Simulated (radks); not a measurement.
The numbers below are computed, except where a source is named.
Coulomb parameter of the 4d shell of the molybdenum ion Mo2+ in the model configuration [Kr] 4d3 5p1, as a second difference U = [E(n + 1) + E(n - 1) - 2 E(n)] / (1)^2 with all orbitals relaxed. "Bare": the charge of the atom changes with n. "Screened": the 5p shell takes up the change at fixed total charge, which measures U(4d,4d) + U(5p,5p) - 2 U(4d,5p). Code: a radial shooting solver on a logarithmic mesh with Libxc functionals. Model: Dirac Kohn-Sham, PBE, spin-unpolarised, spherical densities, point nucleus; open shells are shared between the two j in proportion to 2j + 1.

| case | configuration | E - E(n) (eV) |
|---|---|---|
| start | [Kr] 4d3 5p1 | 0.000 |
| bare +1 | [Kr] 4d4 5p1 | -19.175 |
| bare -1 | [Kr] 4d2 5p1 | 30.869 |
| screened +1 | [Kr] 4d4 | -9.198 |
| screened -1 | [Kr] 4d2 5p2 | 11.486 |

U(bare) = 11.694 eV, U(screened by 5p) = 2.289 eV.
